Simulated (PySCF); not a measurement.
**Electron correlation in Ar³⁺ (argon, charge +3)**

[Ne] 3s2 3p3, high-spin 4S determinant. Calculation: PySCF 2.14, in aug-cc-pwCVTZ (8s7p5d3f, 75 functions); no relativity, point nucleus. Frozen: [Ne]; 5 electrons correlated.

MP2 pair energies summed by pair of shells (mhartree):

| pair | energy | share (%) |
| --- | --- | --- |
| 3s-3p | -70.48 | 66.9 |
| 3p-3p | -24.25 | 23.0 |
| 3s-3s | -10.70 | 10.1 |

Total MP2 correlation energy: -105.43 mhartree.

Same-spin part -27.86 and opposite-spin part -77.57 mhartree; SCS-MP2 scales them by 1/3 and 6/5 to -102.37 mhartree.
